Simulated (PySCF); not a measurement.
Simulation results for B2ClH4Si

All values are calculated (PySCF 2.14.0). Calculation on a computer-drawn molecule: the log of a Hartree-Fock and frozen-core CCSD(T) single point meant for a local Hartree-Fock minimum, with one planted fault or none, to be diagnosed. Offsets are logged minus clean, where the clean run is the same molecule without the fault. The reference is restricted for singlets and unrestricted otherwise, and also for a bond in bohr or an excited solution. Adding or removing an electron swaps singlet and doublet. The excited solution moves the top pair (singlet) or top alpha electron (doublet) to the lowest empty orbital. Highest occupied and lowest empty are orbital energies over both spins, largest force is the largest gradient component, triples share is (T) over the correlation energy, the T1 limit is 0.02 restricted and 0.045 unrestricted, electrons count all cores, a negative frequency is imaginary (commonest isotopes), and the dipole is about the centre of nuclear charge.

```xyz
8
formula=B2ClH4Si meant_charge=1 meant_multiplicity=1 meant_basis=cc-pV(D+d)Z logged_electrons=43 logged_basis_functions=94 logged_SCF_converged=yes logged_spin_squared=0.7599 logged_highest_occupied=-23.976 logged_lowest_empty=-13.826 logged_largest_force=0.073938 logged_T1_diagnostic=0.021231 logged_D1_diagnostic=0.062385 logged_triples_share=0.034037 logged_CC_converged=yes logged_dipole_magnitude=7.267 logged_SCF_stable_within_its_kind=yes logged_energy_HF=-799.29395 logged_energy_CCSD(T)=-799.71702 possible_faults=no_fault,one_electron_removed,one_electron_added,multiplicity_raised_by_two,geometry_at_a_saddle_point,SCF_held_on_an_excited_solution,minimal_basis_STO-3G,one_bond_length_entered_in_bohr,all_coordinates_scaled planted_fault=one_electron_removed HF_energy_offset_from_clean_run=346.6 CCSD(T)_energy_offset_from_clean_run=360.7
B     -1.1570     1.0795    -0.6587
Si    -0.5239    -0.5263     0.4482
B     -0.7413    -2.2673    -0.6650
Cl    -0.9121    -3.6265    -1.5391
H     -1.5643     0.9634    -1.7724
H     -1.0959     2.1450    -0.1291
H      0.9218    -0.5778     0.7372
H     -1.3450    -0.8620     1.6268
```

Units: logged_highest_occupied, logged_lowest_empty in eV; logged_largest_force in hartree/bohr; logged_dipole_magnitude in debye; logged_energy_HF, logged_energy_CCSD(T) in hartree; HF_energy_offset_from_clean_run, CCSD(T)_energy_offset_from_clean_run in kcal/mol.

Drawn bonds:
```csv
atom,other atom,order
1,2,1
2,3,1
3,4,1
1,5,1
1,6,1
2,7,1
2,8,1
```
